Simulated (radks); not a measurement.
Values are calculated unless marked as measured or tabulated.
Hg+, configuration [Xe] 4f14 5d10 6s1.

Level of theory: Dirac Kohn-Sham, Slater X-alpha with alpha = 0.801, spin-unpolarised, spherical densities, finite nucleus; Fermi nuclear charge, rms radius 5.4648 fm (a radial shooting solver on a logarithmic mesh with Libxc functionals).

Energy parts (eV):
| part | energy |
|---|---|
| total | -536318.08 |
| kinetic | 618305.14 |
| electron-nucleus | -1351044.04 |
| Hartree | 208042.13 |
| exchange | -11621.30 |

Orbitals (lengths in bohr, moments of r in powers of bohr):
orbital	occ.	eigenvalue (eV)	<r^4>	<r>
1s1/2	2	-83107.70	3.995e-07	0.01659
2s1/2	2	-14751.71	0.00005772	0.06921
2p1/2	2	-14171.29	0.00003411	0.05685
2p3/2	4	-12216.58	0.00005357	0.06552
3s1/2	2	-3513.916	0.002090	0.1799
3p1/2	2	-3249.196	0.001813	0.1701
3p3/2	4	-2815.569	0.002528	0.1860
3d3/2	4	-2372.422	0.001666	0.1617
3d5/2	6	-2279.220	0.001840	0.1666
4s1/2	2	-782.3462	0.04645	0.3983
4p1/2	2	-668.1204	0.04921	0.4000
4p3/2	4	-562.9978	0.06790	0.4342
4d3/2	4	-374.9109	0.07979	0.4406
4d5/2	6	-355.2295	0.08792	0.4518
5s1/2	2	-129.3408	1.186	0.8975
4f5/2	6	-112.2969	0.1485	0.4751
4f7/2	8	-108.0057	0.1573	0.4817
5p1/2	2	-91.2674	1.662	0.9651
5p3/2	4	-72.5474	2.462	1.062
5d3/2	4	-21.1932	9.972	1.412
5d5/2	6	-19.2302	11.93	1.470
6s1/2	1	-15.1583	72.44	2.460

The highest occupied level is 6s1/2 at -15.158 eV. The density falls to 0.001 e/bohr^3 at r = 3.83 bohr. The electron density at the nucleus is 2.32e+06 e/bohr^3. Summed over all electrons, <r^2> = 48.95 bohr^2, which gives a Langevin (diamagnetic) susceptibility term of -38.8 x 10^-6 cm^3/mol.
